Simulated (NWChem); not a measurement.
Species: C₂H₆Bi cation; SMILES [CH3][Bi+][CH3]

def2 effective core potentials on Bi; no spin-orbit coupling.

Problem. Give the equilibrium geometry at PBE-D3(BJ)/def2-SVP with def2 effective core potentials on Bi (NWChem) as an XYZ file, with the point group.

Solution. point group C2; any orientation.
```
9

Bi     0.0000     0.0000     0.2976
C      1.6404     0.0484    -1.2363
H      1.7700    -1.0060    -1.5755
H      2.5866     0.4072    -0.7904
H      1.3311     0.6551    -2.1107
C     -1.6404    -0.0484    -1.2363
H     -1.3311    -0.6551    -2.1107
H     -1.7700     1.0060    -1.5755
H     -2.5866    -0.4072    -0.7904
```
